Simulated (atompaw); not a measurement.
## Pm PAW (atompaw): all-electron and pseudo phase curves

| Item | Value |
| --- | --- |
| Element | promethium (Pm) |
| Generator | atompaw 4.2.0.5 |
| Type | PAW |
| Functional | LDA (PW92) |
| Relativity | scalar-relativistic |
| Frozen core | [Kr] 4d10 |
| Valence charge | 15 |
| Reference configuration | 4f5 5s2 5p6 5d0 6s2 6p0 |
| Partial waves | 5s (bound): rc 2.65 bohr; 6s (bound): rc 2.40 bohr; 5p (bound): rc 2.75 bohr; 6p (bound, empty): rc 3.00 bohr; 5d (bound, empty): rc 3.00 bohr; 5d channel at 0.25 Ry: rc 3.00 bohr; 4f (bound): rc 1.75 bohr; 4f channel at 0.3 Ry: rc 1.75 bohr |
| Local potential | troulliermartins scheme with l = 4 at -0.5 Ry, radius 2.90 bohr |
| Core correction | smooth core density matched at 2.90 bohr |
| Augmentation charge | besselshape compensation charge, radius 2.30 bohr; PAW radius 3.00 bohr; waves and projectors: custom polynom vanderbiltortho |

The phase is arctan(r·u′/u) with u = r·R(r), unwrapped; energies in Ry, scanned from -5 to 5 Ry. A pole is an energy at which the radial function vanishes at the test radius. The pseudo phase is shifted by a multiple of π to meet the all-electron one at the reference energy, and phase errors are pseudo minus all-electron; the curves can meet again beyond the range given. Levels narrower than the energy grid can be missing from the lists of poles.

Question: For each channel, where are the poles, and over which energies does the pseudopotential scatter like the atom?

Answer:

```tsv
channel	radius (bohr)	reference energy (Ry)	poles, all-electron	poles, pseudo	unbroken range about the reference energy with phases within 0.05 rad	phase error 1 Ry above the reference energy (rad)
s	3.02	-0.27	-3.02, 2.52	-3.02, 2.10, 4.04	below 2.2	-0.009
p	3.02	-0.09	-1.49, 3.76	-1.50, 3.00	below 0.9	-0.051
d	3.02	-0.14	0.67	0.67	below 2.7	+0.000
f	3.02	-0.17	-0.12, 3.30	-0.12, 3.46	below 4.3	+0.001
```

Phases in the p channel:

```json
{"E (Ry)": "-5.00", "all-electron": "1.409", "pseudo": "1.408"}
{"E (Ry)": "-4.76", "all-electron": "1.404", "pseudo": "1.403"}
{"E (Ry)": "-4.52", "all-electron": "1.398", "pseudo": "1.397"}
{"E (Ry)": "-4.28", "all-electron": "1.392", "pseudo": "1.391"}
{"E (Ry)": "-4.04", "all-electron": "1.384", "pseudo": "1.383"}
{"E (Ry)": "-3.80", "all-electron": "1.376", "pseudo": "1.375"}
{"E (Ry)": "-3.56", "all-electron": "1.366", "pseudo": "1.365"}
{"E (Ry)": "-3.32", "all-electron": "1.354", "pseudo": "1.353"}
{"E (Ry)": "-3.08", "all-electron": "1.340", "pseudo": "1.338"}
{"E (Ry)": "-2.84", "all-electron": "1.320", "pseudo": "1.319"}
{"E (Ry)": "-2.60", "all-electron": "1.292", "pseudo": "1.290"}
{"E (Ry)": "-2.36", "all-electron": "1.245", "pseudo": "1.244"}
{"E (Ry)": "-2.12", "all-electron": "1.142", "pseudo": "1.140"}
{"E (Ry)": "-1.88", "all-electron": "0.622", "pseudo": "0.618"}
{"E (Ry)": "-1.64", "all-electron": "-1.367", "pseudo": "-1.367"}
{"E (Ry)": "-1.40", "all-electron": "-1.632", "pseudo": "-1.632"}
{"E (Ry)": "-1.16", "all-electron": "-1.717", "pseudo": "-1.717"}
{"E (Ry)": "-0.92", "all-electron": "-1.769", "pseudo": "-1.770"}
{"E (Ry)": "-0.68", "all-electron": "-1.814", "pseudo": "-1.814"}
{"E (Ry)": "-0.44", "all-electron": "-1.860", "pseudo": "-1.860"}
{"E (Ry)": "-0.20", "all-electron": "-1.914", "pseudo": "-1.914"}
{"E (Ry)": "0.04", "all-electron": "-1.986", "pseudo": "-1.986"}
{"E (Ry)": "0.28", "all-electron": "-2.091", "pseudo": "-2.092"}
{"E (Ry)": "0.52", "all-electron": "-2.260", "pseudo": "-2.266"}
{"E (Ry)": "0.76", "all-electron": "-2.567", "pseudo": "-2.592"}
{"E (Ry)": "1.00", "all-electron": "-3.107", "pseudo": "-3.179"}
{"E (Ry)": "1.24", "all-electron": "-3.715", "pseudo": "-3.808"}
{"E (Ry)": "1.48", "all-electron": "-4.099", "pseudo": "-4.176"}
{"E (Ry)": "1.72", "all-electron": "-4.306", "pseudo": "-4.370"}
{"E (Ry)": "1.96", "all-electron": "-4.427", "pseudo": "-4.485"}
{"E (Ry)": "2.20", "all-electron": "-4.505", "pseudo": "-4.561"}
{"E (Ry)": "2.44", "all-electron": "-4.560", "pseudo": "-4.617"}
{"E (Ry)": "2.68", "all-electron": "-4.601", "pseudo": "-4.662"}
{"E (Ry)": "2.92", "all-electron": "-4.634", "pseudo": "-4.701"}
{"E (Ry)": "3.16", "all-electron": "-4.660", "pseudo": "-4.736"}
{"E (Ry)": "3.40", "all-electron": "-4.683", "pseudo": "-4.772"}
{"E (Ry)": "3.64", "all-electron": "-4.703", "pseudo": "-4.812"}
{"E (Ry)": "3.88", "all-electron": "-4.722", "pseudo": "-4.859"}
{"E (Ry)": "4.12", "all-electron": "-4.739", "pseudo": "-4.923"}
{"E (Ry)": "4.36", "all-electron": "-4.755", "pseudo": "-5.021"}
{"E (Ry)": "4.60", "all-electron": "-4.772", "pseudo": "-5.206"}
{"E (Ry)": "4.84", "all-electron": "-4.790", "pseudo": "-5.653"}
```
